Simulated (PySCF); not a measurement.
C₄H₁₁F₃GeSi, SMILES [CH3][Ge]([CH3])([CH3])[CH2][Si](F)(F)F, GFN2-xTB optimised geometry.

```
20

Si     1.54    -1.59     0.00
F      1.15    -2.50    -1.24
F      3.13    -1.59     0.00
F      1.17    -2.50     1.25
C      0.73     0.08     0.00
Ge    -1.25    -0.03     0.34
C     -2.05    -1.29    -0.97
C     -1.54    -0.65     2.20
C     -1.99     1.80     0.09
H      0.89     0.58    -0.96
H      1.17     0.72     0.76
H     -3.13    -1.34    -0.85
H     -1.65    -2.29    -0.83
H     -1.84    -0.98    -1.99
H     -2.60    -0.73     2.41
H     -1.10     0.04     2.91
H     -1.09    -1.63     2.35
H     -1.52     2.50     0.77
H     -1.82     2.15    -0.93
H     -3.06     1.81     0.27
```

Density from PBE0/def2-SVP (PySCF 2.14.0) at that geometry.

Minimum of the electron density along straight lines between bonded atoms, close to the bond critical point (lines longer than 1.1 times the sum of covalent radii, or with two minima, are not listed):

| bond | length / Å | ρ at the minimum / e bohr⁻³ | ∇²ρ there / e bohr⁻⁵ | position (fraction from the first atom) |
|---|---|---|---|---|
| Si1–F2 | 1.588 | 0.126 | 1.20 | 0.42 |
| Si1–F3 | 1.591 | 0.125 | 1.18 | 0.42 |
| Si1–F4 | 1.588 | 0.126 | 1.20 | 0.42 |
| Si1–C5 | 1.859 | 0.123 | ___ | 0.38 |
| C5–Ge6 | 2.014 | ___ | ___ | 0.54 |
| Ge6–C7 | 1.982 | 0.123 | 0.03 | 0.47 |
| Ge6–C8 | 1.982 | 0.123 | 0.03 | 0.47 |
| Ge6–C9 | 1.991 | 0.121 | 0.04 | 0.47 |
| C5–H10 | 1.088 | 0.268 | -0.95 | 0.63 |
| C5–H11 | 1.088 | 0.268 | -0.95 | 0.63 |
| C7–H12 | 1.086 | 0.272 | -0.98 | 0.63 |
| C7–H13 | 1.086 | 0.274 | -0.99 | 0.63 |
| C7–H14 | 1.086 | 0.273 | -0.98 | 0.63 |
| C8–H15 | 1.086 | 0.272 | -0.98 | 0.63 |
| C8–H16 | 1.086 | 0.272 | -0.98 | 0.62 |
| C8–H17 | 1.085 | 0.274 | -1.00 | 0.63 |
| C9–H18 | 1.086 | 0.273 | -0.98 | 0.63 |
| C9–H19 | 1.086 | 0.273 | -0.98 | 0.63 |
| C9–H20 | 1.086 | 0.273 | -0.98 | 0.63 |

### Question
Fill in the missing entries.

### Answer

- Si1–C5, ∇²ρ there / e bohr⁻⁵: 0.33
- C5–Ge6, ρ at the minimum / e bohr⁻³: 0.112
- C5–Ge6, ∇²ρ there / e bohr⁻⁵: 0.06
